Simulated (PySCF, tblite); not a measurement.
Isomers of C6H6F3P, one GFN2-xTB conformer each. Single-point energies are computed at PBE0/pcSseg-1 (PySCF, gas phase, no added dispersion term), electronic only.

Problem. Rank them by PBE0/pcSseg-1 energy, lowest first (kcal/mol).
A. `[CH3:1][C:2]1=[C:3]([CH3:4])[P:5]1[C:6]([F:7])=[C:8]([F:9])[F:10]` with C3–P5–C6–F7 -19°
B. `[CH2:1]=[CH:2][C:3]1=[C:4]([C:5]([F:6])([F:7])[F:8])[P:9]1[CH3:10]` with C1–C2–C3–C4 -178°

Solution. B (0.0), A (17.9).

GFN2-xTB itself gives, in the same order: 0.0, 3.3. Both levels put the same isomer lowest.

Problem. Which frontier levels, dipoles and rotational constants go with these structures?

Solution. 
| SMILES | HOMO (eV, PBE0/pcSseg-1) | LUMO (eV) | dipole (D) | A, B, C (MHz) |
| --- | --- | --- | --- | --- |
| C=CC1=C(C(F)(F)F)P1C | -6.96 | -1.99 | 3.38 | 1511, 813.4, 627.5 |
| CC1=C(C)P1C(F)=C(F)F | -6.87 | -0.26 | 2.92 | 1924, 637.7, 633.0 |

Problem. What happens when harmonic zero-point energies from GFN2-xTB frequencies are added?

Solution. 
| SMILES | ZPE (kcal/mol) | electronic (kcal/mol) | with ZPE (kcal/mol) |
| --- | --- | --- | --- |
| C=CC1=C(C(F)(F)F)P1C | 64.3 | 0.0 | 0.0 |
| CC1=C(C)P1C(F)=C(F)F | 64.7 | 17.9 | 18.3 |

The zero-point energies span 0.4 kcal/mol. The order is unchanged.

Problem. As an exercise, what shares would exp(−E/RT) give at 2000 K from these electronic energies alone (no entropy, no degeneracies)?

Solution. RT = 3.974 kcal/mol: C=CC1=C(C(F)(F)F)P1C 98.9 %, CC1=C(C)P1C(F)=C(F)F 1.1 %.
